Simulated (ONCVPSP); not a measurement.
**What one change does to a pseudopotential (Ce, ONCV)**

cerium (Ce), optimised norm-conserving Vanderbilt (ONCV), made with ONCVPSP 4.0.1 (PBE, scalar-relativistic). Core [Kr] 4d10 4f1, reference 5s2 5p6 5d1 6s1.5 (charge +0.5). Waves: 5s+6s: rc 2.55 bohr, ncon 4, nbas 8, qcut 3.9 1/bohr, 2 projectors; 5p: rc 2.70 bohr, ncon 4, nbas 8, qcut 5.2 1/bohr, 3 projectors, debl 2 Ha; 5d: rc 3.80 bohr, ncon 5, nbas 10, qcut 4 1/bohr, 1 projector. Local part: polynomial inside 1.60 bohr (lpopt 5, dvloc0 0 Ha). Core correction: Teter function, fcfact 3.25, rcfact 1.2.

Change: core correction Teter function, fcfact 3.25, rcfact 2.08.

Cutoffs: the cutoffs (Ha) at which the residual kinetic energy of the hardest occupied pseudo-wave falls to 1 and 0.1 mHa per electron; they do not see the model core or the augmentation charge, which bear on the density cutoff. Errors are all-electron minus pseudo energies relative to the spin-unpolarised reference configuration.

Question: Predict the effect on cutoff, ghosts and configuration errors.

Answer: The potential gets neither clearly harder nor softer (5.7 Ha and 8.0 Ha → 5.7 Ha and 8.0 Ha); of the 3 tests that both files solve, the error grows in 3 and shrinks in 0 by more than 15 % and 0.3 meV (median size 0.9 → 7.8 meV); neither file shows a bound ghost. A model core, the more so a compact one, raises the density cutoff, which this test does not measure.

| quantity | base | changed |
| --- | --- | --- |
| cutoff, loose | 5.7 Ha | 5.7 Ha |
| cutoff, tight | 8.0 Ha | 8.0 Ha |
| bound ghosts | none | none |
| GHOST(+) flags under 300 eV | s at 30.9 eV, p at 203.2 eV | s at 30.9 eV, p at 203.2 eV |
| tests counted as reliable (solved cleanly; for ONCVPSP, near-neutral configurations with less than one 5d electron left out) | 3 of 4 | 3 of 4 |
| error for 5s2 5p6 5d1 6s2, meV [ΔE -2.44 eV] | +0.4 | -2.7 |
| error for 5s2 5p6 5d1 6s1, meV [ΔE 3.63 eV] | -0.9 | -7.8 |
| error for 5s2 5p6 5d1 6s0, meV [ΔE 14.71 eV] | -6.0 | -121 |
| s: phases at 2.58 bohr within 0.05 rad from the reference energy up to (Ha; the scan ends near 5) | 0.9 | 0.9 |
| p: phases at 2.74 bohr within 0.05 rad from the reference energy up to (Ha; the scan ends near 5) | 4.7 | 4.7 |
| d: phases at 3.86 bohr within 0.05 rad from the reference energy up to (Ha; the scan ends near 5) | 2.1 | 2.1 |
| rms error of d²Exc/dni dnj with the model core, mHa | 0.53 | 4.90 |
